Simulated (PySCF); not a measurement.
Excitations are Tamm–Dancoff values on a coarser integration grid. The basis has no diffuse functions, so Rydberg states are missing or too high.

Cartesian coordinates (Å):
SMILES: O[SiH2]N
```xyz
8

N     -1.3357    -0.0024    -0.1560
Si     0.3036     0.3438     0.1403
O      1.2623    -0.9780    -0.1083
H     -1.8682    -0.5583     0.4929
H     -1.6739    -0.1165    -1.0974
H      0.7129     1.4324    -0.7863
H      0.4268     0.7841     1.5553
H      2.2053    -0.8783     0.0303
```
Charge 0, multiplicity 1.

Q: What is the computed T1 excitation (TDA), total energy, brightest of the four lowest singlets (TDA), S1–T1 gap (TDA), LUMO, S1 oscillator strength, HOMO and dipole moment (PBE0-D4/def2-TZVP run with PySCF)?

A: 
```yaml
T1 excitation (TDA): 6.57 eV
total_energy: -422.3513 Ha
brightest of the four lowest singlets (TDA): 7.83 eV
S1–T1 gap (TDA): 0.48 eV
LUMO: 0.81 eV
S1 oscillator strength: 0.034
HOMO: -7.78 eV
dipole_moment: 0.33 D
```
